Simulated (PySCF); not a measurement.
## Gallium: highly charged ions in a basis for the neutral atom

Ga¹⁶⁺ [Ne] 3s2 3p3, Ga¹⁷⁺ [Ne] 3s2 3p2. All numbers are calculated (PySCF 2.14, scalar relativity by spin-free X2C-1e, in jorge-DZP-DKH (8s6p2d1f, 43 functions)). No spin-orbit coupling, so a gap to NIST mixes the basis error with missing relativistic terms.

Changed run: basis of the neutral atom used for a highly charged ion. This setting is unsound on purpose.

```csv
species,method,sound run (hartree),changed run (hartree),converged
Ga¹⁶⁺,UHF,not run,-1810.14343,yes
Ga¹⁶⁺,TPSS,not run,-1810.88184,yes
Ga¹⁶⁺,PBE,not run,-1810.54644,yes
Ga¹⁷⁺,UHF,not run,-1788.30050,yes
Ga¹⁷⁺,TPSS,not run,-1789.00010,yes
Ga¹⁷⁺,PBE,not run,-1788.67022,yes
```

Ionisation energy of Ga¹⁶⁺:

```
method  changed run (eV)    NIST (eV)
   UHF            594.38  599.8 ± 1.4
  TPSS            595.43  599.8 ± 1.4
   PBE            595.28  599.8 ± 1.4
```

The contracted functions were made for the neutral atom and can be too rigid for a highly charged ion.
